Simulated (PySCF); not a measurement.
arsenic trifluoride (AsF₃), singlet, at a GFN2-xTB geometry; DF-CAMB3LYP/def2-QZVPP (PySCF).

Input for PySCF:
```python
from pyscf import gto, scf, dft

mol = gto.M(
    atom='''
F    -0.84283472   -1.17599939   -0.49569667
As    0.01517711   -0.00256812    0.42387284
F     1.41396633   -0.12136674   -0.57011354
F    -0.62678101    1.30678257   -0.48839021
''',
    basis='def2-qzvpp',
    verbose=4,
    max_memory=1800,
)

mf = dft.RKS(mol)
mf.xc = 'camb3lyp'
mf = mf.density_fit(auxbasis='def2-universal-jkfit')
mf.kernel()
```

The log (banner, timings and long lists left out):

```
PySCF version 2.14.0

[INPUT] verbose = 4
[INPUT] num. atoms = 4
[INPUT] num. electrons = 60
[INPUT] charge = 0
[INPUT] spin (= nelec alpha-beta = 2S) = 0
[INPUT] symmetry False subgroup None
[INPUT] Mole.unit = angstrom
[INPUT] Symbol           X                Y                Z      unit          X                Y                Z       unit  Magmom
[INPUT]  1 F     -0.842834720000  -1.175999390000  -0.495696670000 AA   -1.592726789074  -2.222316769756  -0.936730947159 Bohr   0.0
[INPUT]  2 As     0.015177110000  -0.002568120000   0.423872840000 AA    0.028680581262  -0.004853043455   0.801003579242 Bohr   0.0
[INPUT]  3 F      1.413966330000  -0.121366740000  -0.570113540000 AA    2.672009113056  -0.229349899231  -1.077358450506 Bohr   0.0
[INPUT]  4 F     -0.626781010000   1.306782570000  -0.488390210000 AA   -1.184444448978   2.469461161655  -0.922923738819 Bohr   0.0

nuclear repulsion = 325.708174212101
number of shells = 78
number of NR pGTOs = 402
number of NR cGTOs = 260
basis = def2-qzvpp
ecp = {}

******** <class 'pyscf.df.df_jk.DFRKS'> ********
method = DFRKS
initial guess = minao
damping factor = 0
level_shift factor = 0
DIIS = <class 'pyscf.scf.diis.CDIIS'>
diis_start_cycle = 1
diis_space = 8
diis_damp = 0
SCF conv_tol = 1e-09
SCF conv_tol_grad = None
SCF max_cycles = 50
direct_scf = False
XC library pyscf.dft.libxc version 7.1.2
    S. Lehtola, C. Steigemann, M. J. T. Oliveira, and M. A. L. Marques,  SoftwareX 7, 1–5 (2018)
XC functionals = camb3lyp
    T. Yanai, D. P. Tew, and N. C. Handy,  Chem. Phys. Lett. 393, 51 (2004)
radial grids:
    Treutler-Ahlrichs [JCP 102, 346 (1995); DOI:10.1063/1.469408] (M4) radial grids

becke partition: Becke, JCP 88, 2547 (1988); DOI:10.1063/1.454033
pruning grids: <function nwchem_prune>
grids dens level: 3
symmetrized grids: False
atomic radii adjust function: <function treutler_atomic_radii_adjust>
small_rho_cutoff = 0
Set gradient conv threshold to 3.16228e-05
Initial guess from minao.
tot grids = 63216
******** <class 'pyscf.df.df.DF'> ********
auxbasis = def2-universal-jkfit
Create RSH-DF object <pyscf.df.df.DF object> for omega=0.33
******** <class 'pyscf.df.df.DF'> ********
auxbasis = auxmol.basis = def2-universal-jkfit
init E= -2533.57102852027
  HOMO = -0.369659808557885  LUMO = -0.0423946416671723  gap/eV = 8.90534
cycle= 1 E= -2535.56855079172  delta_E=   -2  |g|= 1.52  |ddm|= 1.79
  HOMO = -0.365770005847255  LUMO = -0.0454373260109203  gap/eV = 8.71670
cycle= 2 E= -2535.35424074552  delta_E= 0.214  |g|= 1.87  |ddm|= 1.13
  HOMO = -0.435346366478641  LUMO = -0.0179409401829904  gap/eV = 11.35818
cycle= 3 E= -2535.75410947265  delta_E= -0.4  |g|= 0.224  |ddm|= 0.662
  HOMO = -0.423406284221086  LUMO = -0.0106547152584909  gap/eV = 11.23154
cycle= 4 E= -2535.76033236617  delta_E= -0.00622  |g|= 0.072  |ddm|= 0.0926
  HOMO = -0.427387556874461  LUMO = -0.0124881591631486  gap/eV = 11.28999
cycle= 5 E= -2535.76072245242  delta_E= -0.00039  |g|= 0.00722  |ddm|= 0.0224
  HOMO = -0.427740887144162  LUMO = -0.0127344544332694  gap/eV = 11.29290
cycle= 6 E= -2535.76073076138  delta_E= -8.31e-06  |g|= 0.0016  |ddm|= 0.00598
  HOMO = -0.427554060646271  LUMO = -0.0124773986907698  gap/eV = 11.29481
cycle= 7 E= -2535.76073172716  delta_E= -9.66e-07  |g|= 0.000339  |ddm|= 0.00232
  HOMO = -0.427549305713071  LUMO = -0.012473887774749  gap/eV = 11.29478
cycle= 8 E= -2535.76073177886  delta_E= -5.17e-08  |g|= 9.5e-05  |ddm|= 0.000533
  HOMO = -0.427559844727872  LUMO = -0.0124864952562888  gap/eV = 11.29472
cycle= 9 E= -2535.76073178114  delta_E= -2.28e-09  |g|= 1.58e-05  |ddm|= 9.1e-05
  HOMO = -0.427557841014402  LUMO = -0.0124853065786845  gap/eV = 11.29470
cycle= 10 E= -2535.76073178123  delta_E= -8.64e-11  |g|= 6.38e-06  |ddm|= 2.3e-05
  HOMO = -0.427557735563466  LUMO = -0.0124850610269166  gap/eV = 11.29470
Extra cycle  E= -2535.76073178122  delta_E= 2.73e-12  |g|= 9.14e-06  |ddm|= 6.28e-06
converged SCF energy = -2535.76073178122
```
